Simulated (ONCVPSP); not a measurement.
# What one change does to a pseudopotential (Ne (Z = 10), ONCV)

```
Element                 : neon (Ne)
Generator               : ONCVPSP 4.0.1
Type                    : optimised norm-conserving Vanderbilt (ONCV)
Functional              : PBE
Relativity              : scalar-relativistic
Frozen core             : [He]
Valence charge          : 8
Reference configuration : 2s2 2p6
Partial waves           : 2s: rc 0.50 bohr, ncon 3, nbas 7, qcut 15.8 1/bohr, 1 projector; 2p: rc 0.75 bohr, ncon 3, nbas 7, qcut 10.5 1/bohr, 2 projectors, debl 0.7 Ha; d scattering state at 0.16 Ha: rc 0.75 bohr, ncon 4, nbas 8, qcut 11.8 1/bohr, 2 projectors, debl 1.2 Ha
Local potential         : polynomial inside 0.30 bohr (lpopt 1, dvloc0 3 Ha)
Core correction         : Teter function fitted to the true core (icmod 2), fcfact 0.6
```

All-electron outer shells of the reference configuration (PBE, scalar-relativistic, ld1.x):

```csv
shell,level (eV),outermost node (bohr),outermost maximum (bohr)
1s,-830.80,–,0.10
2s,-36.40,0.22,0.68
2p,-13.33,–,0.62
```

Change: s: nproj 0; local potential the s channel.

Cutoffs: the cutoffs (Ha) at which the residual kinetic energy of the hardest occupied pseudo-wave falls to 1 and 0.1 mHa per electron; they do not see the model core or the augmentation charge, which bear on the density cutoff. Errors are all-electron minus pseudo energies relative to the spin-unpolarised reference configuration.

Question: How do hardness, ghosts and transferability respond?

Answer: The potential gets neither clearly harder nor softer (238 Ha and 400 Ha → 238 Ha and 400 Ha); of the 4 tests that both files solve, the error grows in 0 and shrinks in 2 by more than 15 % and 0.3 meV (median size 15.8 → 13.9 meV); neither file shows a bound ghost.

```tsv
quantity	base	changed
cutoff, loose	238 Ha	238 Ha
cutoff, tight	400 Ha	400 Ha
bound ghosts	none	none
GHOST(+) flags under 300 eV	none	none
error for 2s2 2p5, meV [ΔE 22.48 eV]	-6.8	-7.3
error for 2s2 2p4, meV [ΔE 65.74 eV]	+25	+21
error for 2s2 2p3, meV [ΔE 133.17 eV]	+181	+164
error for 2s1 2p6, meV [ΔE 45.88 eV]	-3.7	-2.2
s: phases at 0.51 bohr within 0.05 rad from the reference energy up to (Ha; the scan ends near 5)	to the end of the scan	to the end of the scan
p: phases at 0.76 bohr within 0.05 rad from the reference energy up to (Ha; the scan ends near 5)	to the end of the scan	to the end of the scan
d: phases at 0.76 bohr within 0.05 rad from the reference energy up to (Ha; the scan ends near 5)	to the end of the scan	to the end of the scan
rms error of d²Exc/dni dnj with the model core, mHa	1.82	1.82
```
